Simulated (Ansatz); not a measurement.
Sr4, relaxed as a singlet with RKS PBE0/def2-TZVP in Ansatz, starting from the GFN1-xTB geometry. Force threshold 0.02 eV/Å.

In the def2 sets Sr takes a core potential; there is no spin–orbit coupling. The restricted singlet is unstable towards broken spin symmetry in Hartree–Fock (as tested in another run); at PBE0/def2-TZVP this wasn't settled. The structure comes from a short search, and lower isomers may exist.

Start:

| atom | x (Å) | y (Å) | z (Å) |
| --- | --- | --- | --- |
| Sr1 | 1.004 | 1.331 | 2.237 |
| Sr2 | -1.103 | 1.877 | -1.727 |
| Sr3 | 2.006 | -1.378 | -1.364 |
| Sr4 | -1.907 | -1.831 | 0.854 |

```
step  energy (eV)  largest force component (eV/Å)  SCF passes
   1   -3340.7304                           0.333          15
   2   -3340.7763                           0.308          23
   3   -3340.9250                           0.030          23
   4   -3340.9258                           0.020          23
```

Force components are those of the run's own axes.

End:

```xyz
4

Sr    0.9632    1.1956    2.0223
Sr   -1.0497    1.6968   -1.5717
Sr    1.8612   -1.2386   -1.2036
Sr   -1.7747   -1.6539    0.7530
```

By distances, no bond broke or formed. The bond that changes most is Sr1–Sr3, from 4.62 to 4.14 Å (atoms count from 1). The end is the same structure that another start reached, the lowest one found.

No frequencies were taken in this run, so the end may be a saddle point.

Run time 13 s (4 threads of Arm Neoverse N1 on a shared host).
